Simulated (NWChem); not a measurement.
System: C₂H₅NOSi; SMILES N[Si@H]1C=CO1

Input file for NWChem:

```
start job
memory heap 200 mb stack 900 mb global 1100 mb
geometry units angstroms noautosym nocenter noautoz
  N     -0.042203    -1.909411     0.461385
  Si    -0.023258    -0.442972    -0.413968
  C     -1.097176     0.966956     0.089120
  C      0.069540     1.624403     0.262570
  O      1.149635     0.791342     0.020635
  H      0.428096    -2.740464     0.126893
  H     -0.212185    -1.937292     1.458696
  H      0.169384    -0.814780    -1.835198
  H     -2.104643     1.343793     0.182435
  H      0.305110     2.654855     0.527770
end
basis spherical
  N library 6-31g*
  Si library 6-31g*
  C library 6-31g*
  O library 6-31g*
  H library 6-31g*
end
dft
  xc b3lyp
  iterations 150
end
cosmo
  do_cosmo_smd true
  solvent methanol
end
task dft energy
```

Excerpt of the output:

```
             Northwest Computational Chemistry Package (NWChem) 7.3.0
             --------------------------------------------------------

                             Geometry "geometry" -> ""
                             -------------------------

 Output coordinates in angstroms (scale by  1.889725989 to convert to a.u.)

  No.       Tag          Charge          X              Y              Z
 ---- ---------------- ---------- -------------- -------------- --------------
    1 N                    7.0000    -0.04220300    -1.90941100     0.46138500
    2 Si                  14.0000    -0.02325800    -0.44297200    -0.41396800
    3 C                    6.0000    -1.09717600     0.96695600     0.08912000
    4 C                    6.0000     0.06954000     1.62440300     0.26257000
    5 O                    8.0000     1.14963500     0.79134200     0.02063500
    6 H                    1.0000     0.42809600    -2.74046400     0.12689300
    7 H                    1.0000    -0.21218500    -1.93729200     1.45869600
    8 H                    1.0000     0.16938400    -0.81478000    -1.83519800
    9 H                    1.0000    -2.10464300     1.34379300     0.18243500
   10 H                    1.0000     0.30511000     2.65485500     0.52777000

 Effective nuclear repulsion energy (a.u.)     225.3696325805

                                 NWChem DFT Module
                                 -----------------

 Summary of "ao basis" -> "ao basis" (spherical)
 ------------------------------------------------------------------------------
       Tag                 Description            Shells   Functions and Types
 ---------------- ------------------------------  ------  ---------------------
 N                           6-31g*                  6       14   3s2p1d
 Si                          6-31g*                  8       18   4s3p1d
 C                           6-31g*                  6       14   3s2p1d
 O                           6-31g*                  6       14   3s2p1d
 H                           6-31g*                  2        2   2s

 in cosmo_initialize ...
 calling solv_data for solv:methanol

 solvent parameters
 solvname_short: methanol
 solvname_long:  methanol
 dielec:       32.6130
 dielecinf:     1.7657
 nonaqueous SMD model solvent descriptors
 dielec:       32.6130
 sola:          0.4300
 solb:          0.4700
 solc:          0.0000
 solg:         31.7700
 solh:          0.0000
 soln:          1.3288

[...]

                                COSMO-SMD solvation results
                                ---------------------------

             internal energy in gas <Psi(g)|H|Psi(g)> =      -498.693195271644
         internal energy in solvent <Psi(s)|H|Psi(s)> =      -498.691489559874
                               delta internal energy  =         0.001705711770 (    1.07 kcal/mol)
   total free energy in solvent <Psi(s)|H+V/2|Psi(s)> =      -498.705552445947
 polarization energy contribution <Psi(s)|V/2|Psi(s)> =        -0.014062886073 (   -8.82 kcal/mol)
    total free energy in solvent including G(SMD-CDS) =      -498.701440884141
                       G(SMD-CDS) energy contribution =         0.004111561806 (    2.58 kcal/mol)
     1 M fixed-concentration free energy of solvation =        -0.008245612496 (   -5.17 kcal/mol)

                       DFT Final Molecular Orbital Analysis
                       ------------------------------------

 Vector   21  Occ=2.000000D+00  E=-3.123719D-01
              MO Center= -4.3D-01,  4.1D-01, -2.5D-01, r^2= 3.0D+00
   Bfn.  Coefficient  Atom+Function         Bfn.  Coefficient  Atom+Function
  ----- ------------  ---------------      ----- ------------  ---------------
    36      0.356694   3 C  py               22     -0.229230   2 Si py
    80      0.218420   8 H  s                21      0.208320   2 Si px
    50     -0.185029   4 C  py               23     -0.179724   2 Si pz
    40      0.176992   3 C  py               79      0.164246   8 H  s
    84     -0.154913  10 H  s                83     -0.140111  10 H  s

 Vector   22  Occ=2.000000D+00  E=-2.727276D-01
              MO Center= -5.9D-02, -1.5D+00,  3.5D-01, r^2= 1.9D+00
   Bfn.  Coefficient  Atom+Function         Bfn.  Coefficient  Atom+Function
  ----- ------------  ---------------      ----- ------------  ---------------
     3      0.498042   1 N  px                7      0.423907   1 N  px
     4      0.153823   1 N  py                5      0.145144   1 N  pz
     8      0.133507   1 N  py                9      0.119461   1 N  pz
    64      0.115021   5 O  py               38      0.107451   3 C  s
    63      0.103470   5 O  px               25      0.102851   2 Si px

 Vector   23  Occ=2.000000D+00  E=-2.338674D-01
              MO Center= -1.5D-01,  9.5D-01,  1.1D-01, r^2= 2.1D+00
   Bfn.  Coefficient  Atom+Function         Bfn.  Coefficient  Atom+Function
  ----- ------------  ---------------      ----- ------------  ---------------
    65     -0.373099   5 O  pz               37      0.362672   3 C  pz
    69     -0.315475   5 O  pz               41      0.309810   3 C  pz
    51      0.244163   4 C  pz               55      0.156111   4 C  pz
    36     -0.136541   3 C  py               64      0.132731   5 O  py
    40     -0.123909   3 C  py               68      0.113847   5 O  py

 Vector   24  Occ=0.000000D+00  E= 3.000634D-04
              MO Center= -2.2D-01,  8.8D-01,  8.2D-02, r^2= 3.2D+00
   Bfn.  Coefficient  Atom+Function         Bfn.  Coefficient  Atom+Function
  ----- ------------  ---------------      ----- ------------  ---------------
    55      0.577456   4 C  pz               51      0.457686   4 C  pz
     6      0.412957   1 N  s                41     -0.376275   3 C  pz
    27     -0.343415   2 Si pz               80     -0.274239   8 H  s
    26      0.267348   2 Si py               37     -0.259568   3 C  pz
    23     -0.176233   2 Si pz               69     -0.150098   5 O  pz

[...]
```

Level: B3LYP/6-31G* (spherical d), SMD on the gas-phase geometry. Coordinates come from a B3LYP/6-31G* (spherical d) optimisation. Solvent: methanol.
